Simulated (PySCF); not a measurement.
**Trend along the halogens: MSi cations**

PBE0 with triple-zeta basis sets in PySCF, for the lowest determinant that a PBE0 search found; no spin–orbit coupling. De refers to high-spin ground-configuration atoms (the charge goes to the atom of lower measured ionisation energy or higher electron affinity, which is not always the lowest computed limit). A positive dipole points towards Si; it is taken about the centre of mass and depends on that origin.

```
 M        basis  charged atom  state (unpaired electrons)  Re (Å)  ωe (cm⁻¹)  De (eV)  μ (D)
 F  def2-TZVPPD           Si+      singlet (closed shell)   1.537       1035     6.70   3.43
Cl  def2-TZVPPD           Si+      singlet (closed shell)   1.955        673     5.24   3.28
 I  def2-TZVPPD           Si+      singlet (closed shell)   2.316        456     4.30   4.67
```

Q: The row for M = Br is missing. Estimate Re, ωe and De as the mean of the rows for Cl and I, and compare with the calculation.

A: The means are 2.135 Å, 564 cm⁻¹ and 4.77 eV. PBE0 in def2-TZVPPD gives SiBr⁺ as a singlet (closed shell) with Re = 2.109 Å, ωe = 534 cm⁻¹, De = 4.77 eV, so the estimate is off by +2.6 pm, +6 % and +0.00 eV.

These are scalar-relativistic numbers at best; spin–orbit coupling would shift them, the dissociation energy most. For an ion De counts to the pair picked by the measured ionisation energies or electron affinities, which need not be the lowest pair at this level.
